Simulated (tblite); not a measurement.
Method: GFN2-xTB as coded in tblite; computed harmonic values from a numerical Hessian at the method's own geometry, unscaled. Errors from tens to a few hundred cm⁻¹ against measured bands are possible. Modes of hydrogen on sulfur can be 10 to 20 % off. One conformer each. Open shells enter through the occupations alone, without spin polarisation, and single modes of such species can be off by tens of per cent. Thermal functions are those of the rigid rotor and harmonic oscillator, without mixing of conformers.

Task: Order these by their ideal-gas entropy at 298.15 K and 1 bar, highest first (J/(mol K)).
A. `[c]1nccs1` [radical]
B. `C#CC1=C([O-])C=NC=C1`
C. `CC(C)[C@@H]1C[C@H]1CS`
D. `CO[C@@H]1CC=CC1=O`
E. `C[S@@](=O)[C@@H]1CC=CS1`

Result: C (418.8), E (398.2), D (365.5), B (359.4), A (288.9).

| SMILES | atoms | mass (u) | symmetry number | modes under 300 cm⁻¹ | ZPE (kJ/mol) | S translation (J/(mol K)) | S rotation | S vibration | S spin | S | Cp |
| --- | --- | --- | --- | --- | --- | --- | --- | --- | --- | --- | --- |
| CC(C)[C@@H]1C[C@H]1CS | 22 | 130.08 | 1 | 8 | 500.5 | 169.6 | 123.6 | 125.7 | 0.0 | 418.8 | 165.2 |
| C[S@@](=O)[C@@H]1CC=CS1 | 16 | 148.00 | 1 | 6 | 311.3 | 171.2 | 121.8 | 105.2 | 0.0 | 398.2 | 146.6 |
| CO[C@@H]1CC=CC1=O | 16 | 112.05 | 1 | 5 | 332.1 | 167.7 | 117.1 | 80.7 | 0.0 | 365.5 | 126.8 |
| C#Cc1ccncc1[O-] | 13 | 118.03 | 1 | 3 | 224.1 | 168.4 | 119.5 | 71.6 | 0.0 | 359.4 | 128.3 |
| [c]1nccs1 | 7 | 83.99 | 1 | 0 | 108.4 | 164.1 | 104.5 | 14.5 | 5.8 | 288.9 | 67.6 |

Entropies and Cp are for 298.15 K and 1 bar.
